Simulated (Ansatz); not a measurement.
A nudged elastic band was laid between two geometries of CH2ClFOSi (7 atoms, charge 0, multiplicity 1).

Theory: RKS LDA/cc-pVDZ in Ansatz.

- movable images: 5
- climbing image: yes
- spring: 5.0 eV/Å²
- optimiser: quadratic models (default)
- start path: through a guess of the saddle point
- force threshold: 0.05 eV/Å
- iteration limit: 60
- end points: relaxed

First end point:

```xyz
7
Properties=species:S:1:pos:R:3
F -1.147 -1.562 1.248
Si -0.242 -0.269 0.840
O 1.064 -0.591 -0.212
C 0.081 0.213 -0.887
Cl 0.640 1.845 -1.301
H 0.025 0.557 2.053
H -0.359 -0.262 -1.787
```

Last end point:

```xyz
7
Properties=species:S:1:pos:R:3
F -1.373 -1.776 0.696
Si -1.159 -0.147 0.973
O 0.878 -0.245 0.494
C -0.032 0.179 -0.569
Cl 0.300 1.852 -1.026
H 1.340 0.563 0.824
H 0.106 -0.494 -1.439
```

(1) What changes between the two ends?

(2) Give the energies along the band, and the barrier.

(3) What is the geometry of the highest image?

(4) What are the harmonic wavenumbers there?

The band took 10 iterations and about 100 core-seconds.

Answers

(1) Bonds broken: Si2–H6. Bonds formed: O3–H6.

(2) The forces met the threshold. The highest image is number 3 of 0 to 6, 129.8 kJ/mol above the first end and 69.2 kJ/mol above the last; the last end lies 60.6 kJ/mol above the first. A vibrational analysis at the climbing image gives one clearly imaginary mode, 1068i cm⁻¹: a first-order saddle point. The orbitals stay closed-shell, which can raise the energy where a bond breaks towards radicals; this wasn't checked here.

| image | path coordinate (Å) | energy (kJ/mol) | Si2–H6 (Å) | O3–H6 (Å) |
| --- | --- | --- | --- | --- |
| 0 | 0.00 | 0.0 | 1.49 | 2.74 |
| 1 | 0.53 | 23.0 | 1.48 | 2.41 |
| 2 | 1.06 | 86.4 | 1.50 | 1.95 |
| 3 | 1.60 | 129.8 | 1.62 | 1.39 |
| 4 | 2.03 | 87.2 | 1.95 | 1.04 |
| 5 | 2.46 | 67.7 | 2.28 | 0.99 |
| 6 | 2.89 | 60.6 | 2.60 | 0.99 |

(3) 
```xyz
7
Properties=species:S:1:pos:R:3
F -1.392 -1.553 0.988
Si -0.808 -0.010 0.964
O 1.109 -0.231 0.131
C 0.157 0.216 -0.698
Cl 0.388 1.862 -1.353
H 0.740 0.137 1.423
H -0.133 -0.490 -1.502
```

(4) 1068i, 150, 153, 214, 400, 429, 629, 741, 809, 860, 955, 1185, 1230, 1884, 3048 cm⁻¹.

The run took 52 s on 2 threads of Arm Neoverse V1 (shared host), peak memory 0.13 GiB.
